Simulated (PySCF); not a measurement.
Dipole polarisabilities along group 11

Calculated with PySCF 2.14 for the ground configurations, without spin-orbit coupling: coupled response for Hartree-Fock and DFT. Mean α in bohr³, C₆ of like pairs in atomic units.

```json
{"species": "Cu [Ar] 3d10 4s1 (aug-cc-pVTZ-PP with ECP10MDF, ECP)", "α UHF": "71.56", "α PBE": "40.86", "α PBE0": "45.08", "α recommended (Schwerdtfeger and Nagle)": "46.5 ± 0.5", "C₆ UHF": "495.6", "C₆ PBE": "243.2", "C₆ PBE0": "274.9"}
{"species": "Ag [Kr] 4d10 5s1 (aug-cc-pVTZ-PP with ECP28MDF, ECP)", "α UHF": "82.93", "α PBE": "46.31", "α PBE0": "51.03", "α recommended (Schwerdtfeger and Nagle)": "55 ± 8", "C₆ UHF": "683.3", "C₆ PBE": "355.5", "C₆ PBE0": "392.2"}
{"species": "Au [Xe] 4f14 5d10 6s1 (aug-cc-pVTZ-PP with ECP60MDF, ECP)", "α UHF": "49.88", "α PBE": "35.27", "α PBE0": "36.69", "α recommended (Schwerdtfeger and Nagle)": "36 ± 3", "C₆ UHF": "437.7", "C₆ PBE": "322.8", "C₆ PBE0": "331.9"}
```

Hartree-Fock lacks correlation. All values carry a basis error.
